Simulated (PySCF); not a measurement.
Job file and geometry (Å, from GFN2-xTB) of an NMR shielding run on `CC[SiH2]C#C[SiH2]B(F)F`, C4H9BF2Si2, GIAO PBE0/pcSseg-1 NMR shielding, non-relativistic, gas phase (PySCF 2.14.0, density-fitted response routines); density fitting, a coarse starting grid and PySCF grid level 2 are the driver's defaults:

```
$ OMP_NUM_THREADS=1 python probes_run.py task.json out

{"job": {"kind": "nmr", "xc": "PBE0", "basis": "pcSseg-1"}, "charge": 0, "multiplicity": 1}
C     -1.966003    -0.141766    -1.616480
C     -1.804325    -1.535329    -1.017826
Si    -1.497585    -1.505059     0.862333
C      0.051913    -0.530698     1.156766
C      1.067721     0.110646     1.319202
Si     2.614579     1.104231     1.535275
B      2.901333     2.282351    -0.038479
F      3.928140     3.107747    -0.154517
F      2.105870     2.344126    -1.091284
H     -2.117877    -0.197442    -2.693722
H     -2.822653     0.368165    -1.179762
H     -1.080039     0.461796    -1.429121
H     -2.698020    -2.124014    -1.236298
H     -0.974188    -2.040727    -1.515874
H     -1.297034    -2.868070     1.369245
H     -2.605709    -0.839191     1.559499
H      3.717466     0.147005     1.729844
H      2.467653     1.862545     2.789553
```

Q: What does the program print?

A: 
```
coarse grid: 16432 points
cycle   1  E = -960.5393588054  dE =  7.072e-01  |g| = 7.473e-01  |ddm| = 3.860e+00
cycle   2  E = -960.4499883043  dE =  8.937e-02  |g| = 1.054e+00  |ddm| = 1.279e+00
cycle   3  E = -960.6489905897  dE = -1.990e-01  |g| = 9.128e-02  |ddm| = 7.035e-01
cycle   4  E = -960.6496506334  dE = -6.600e-04  |g| = 6.936e-02  |ddm| = 1.047e-01
cycle   5  E = -960.6507540827  dE = -1.103e-03  |g| = 2.275e-02  |ddm| = 5.676e-02
cycle   6  E = -960.6508727897  dE = -1.187e-04  |g| = 3.462e-03  |ddm| = 1.848e-02
cycle   7  E = -960.6508757313  dE = -2.942e-06  |g| = 7.458e-04  |ddm| = 3.652e-03
final grid: 151448 points
cycle   8  E = -960.7126397534  dE = -5.635e-05  |g| = 7.104e-03  |ddm| = 2.814e-02
cycle   9  E = -960.7126341598  dE =  5.594e-06  |g| = 8.487e-03  |ddm| = 1.257e-02
cycle  10  E = -960.7126516865  dE = -1.753e-05  |g| = 8.871e-04  |ddm| = 7.004e-03
cycle  11  E = -960.7126517825  dE = -9.599e-08  |g| = 6.097e-04  |ddm| = 9.776e-04
cycle  12  E = -960.7126518735  dE = -9.101e-08  |g| = 1.239e-04  |ddm| = 4.653e-04
cycle  13  E = -960.7126518770  dE = -3.530e-09  |g| = 3.563e-05  |ddm| = 1.183e-04
cycle  14  E = -960.7126518773  dE = -2.431e-10  |g| = 7.922e-06  |ddm| = 3.064e-05
converged SCF energy = -960.7126518773

GIAO shielding tensors (ppm)
atom      isotropic    diamagn.    paramagn.     s11        s22        s33       span
  0 C      175.665     249.877     -74.213    168.491    171.482    187.021     18.530
  1 C      178.663     252.986     -74.323    173.940    180.338    181.712      7.772
  2 Si     412.328     882.529    -470.201    384.373    397.262    455.349     70.976
  3 C       66.328     265.629    -199.302    -36.395    -29.267    264.644    301.039
  4 C       75.888     267.594    -191.706    -20.315    -15.222    263.200    283.514
  5 Si     460.565     882.882    -422.317    439.255    449.307    493.133     53.878
  6 B       70.766     196.843    -126.077     44.316     83.851     84.131     39.815
  7 F      192.148     463.669    -271.521    -25.495    253.113    348.826    374.321
  8 F      189.022     474.116    -285.094    -35.369    254.695    347.741    383.109
  9 H       30.236      29.930       0.306     25.256     27.609     37.842     12.586
 10 H       30.764      31.305      -0.541     26.814     28.413     37.065     10.251
 11 H       30.175      34.551      -4.375     24.620     29.677     36.229     11.609
 12 H       30.957      28.747       2.209     25.853     28.835     38.182     12.329
 13 H       30.759      32.843      -2.085     27.009     28.410     36.856      9.847
 14 H       27.238      28.823      -1.585     23.420     25.550     32.744      9.324
 15 H       27.417      29.658      -2.241     24.032     25.751     32.469      8.437
 16 H       27.387      27.880      -0.492     23.576     26.037     32.550      8.974
 17 H       27.374      27.680      -0.307     23.535     26.037     32.549      9.014
```

Size and cost of the density-fitted run: 212 basis functions, 96 s wall time on 1 thread of an Arm Neoverse N1, shared host; peak memory 0.95 GiB.
